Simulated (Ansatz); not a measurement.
Program: Ansatz. Geometries: PBE0-D4/def2-TZVP. ΔE: electronic, gas phase. CCSD(T)/CBS adds triple-zeta CCSD(T) − MP2 to the extrapolated MP2 energy (def2 sets, frozen cores). Functionals use def2-TZVPP. One conformer a species, not always the lowest.

`NC(N)=C[SiH3]` + `[CH3][Al]([OH])[OH]` → `[CH3][Al]([OH])[O][SiH3]` + `C=C(N)N`  (ligand exchange at the Si–C bond)

| level | ΔE (kcal/mol) |
| --- | --- |
| PBE-D4 | -18.4 |
| r2SCAN-D4 | -21.6 |
| PBE0-D4 | -20.2 |
| PBE | -19.0 |
| MP2/def2-TZVPP | -22.8 |
| SCS-MP2/def2-TZVPP | -24.5 |
| HF/def2-QZVPP | -30.0 |
| CCSD/CBS(def2) | -24.1 |

What does CCSD(T)/CBS give? (Estimate.)

Ansatz gave: -23.0 kcal/mol. The listed levels differ from it by 4.6, 1.4, 2.8, 4.0, 0.2, -1.5, -7.0, -1.1 kcal/mol.

Largest T1 diagnostic among the species: 0.012.

In def2-TZVPP, CCSD(T) changes the Hartree–Fock value by +6.3 kcal/mol (the triples alone add +1.1 kcal/mol) and MP2 by +6.7 kcal/mol. The D4 term adds +1.0 kcal/mol with B3LYP and +0.5 kcal/mol with PBE0; it sums over pairs of atoms, weighted by their polarisabilities, and B3LYP, whose exchange is more repulsive, gets the larger term.

B3LYP here is the variant with VWN-RPA as its local correlation; programs differ in this.
